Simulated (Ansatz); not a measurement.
Geometry optimisation, Ansatz, RKS B3LYP/def2-SVP.

Input file:

```yaml
crystal:
  periodic: [false, false, false]
  atoms:
    - { symbol: Cl, position_ang: [-2.2766, 0.2483, 1.7956] }
    - { symbol: Ge, position_ang: [-0.7016, 0.8392, 0.4641] }
    - { symbol: "N", position_ang: [0.6934, -0.2945, 0.6264] }
    - { symbol: C, position_ang: [0.4558, -0.8286, -0.6889] }
    - { symbol: O, position_ang: [-0.7498, -0.0753, -1.075] }
    - { symbol: H, position_ang: [-0.302, 2.3475, 0.2996] }
    - { symbol: H, position_ang: [1.6127, 0.2935, 0.5457] }
    - { symbol: H, position_ang: [0.63853, -1.21532, 1.10669] }
    - { symbol: H, position_ang: [1.2117, -0.6811, -1.3762] }
basis:
  gaussian: { orbitals: def2-SVP }
hamiltonian:
  xc: b3lyp
relax:
  f_tol: 0.02
  max_steps: 50
```

Launched with:

```bash
$ ansatz run input.yaml --threads 2 --pin off --max-ram 3072MiB --backend cpu --events-out ev --progress --plain --runs-dir out
```

Problem. Where does it end, and by what steps?

Solution. It converged. The force dipped under the threshold on the way, but the program's further checks kept it going. After 34 steps the energy has fallen by 4.789 eV; Cl1 moved furthest, 2.36 Å. Parted: Ge2–O5 (1.79 → 3.94 Å).

```
step  energy less start (eV)  largest force component (eV/Å)  accepted
   0                  0.0000                           4.670       yes
   2                 -1.4116                           1.443       yes
   4                 -1.4779                           0.298       yes
   6                 -1.5413                           1.240       yes
   8                 -1.7536                           0.898       yes
  10                 -2.3104                           1.733       yes
  12                 -3.5101                           1.107       yes
  14                 -4.2318                           1.704       yes
  16                 -4.5822                           0.524       yes
  18                 -4.7000                           0.990       yes
  20                 -4.7507                           0.329       yes
  22                 -4.7620                           0.696        no
  24                 -4.7770                           0.077       yes
  26                 -4.7824                           0.128       yes
  28                 -4.7864                           0.099       yes
  30                 -4.7878                           0.058       yes
  32                 -4.7884                           0.044        no
  34                 -4.7887                           0.012       yes
```

```xyz
9
Properties=species:S:1:pos:R:3
Cl -0.533 1.711 2.411
Ge -1.709 0.640 0.772
N 0.244 -0.640 0.447
C 0.858 -0.346 -0.796
O 0.795 -1.075 -1.745
H -1.153 1.565 -0.421
H 0.707 -0.239 1.268
H 0.017 -1.631 0.554
H 1.357 0.649 -0.791
```

Whether the end is a true minimum wasn't checked by a vibrational analysis.

Time of the run: 120 s on 2 threads of Arm Neoverse V2 (shared host), peak memory 0.28 GiB.
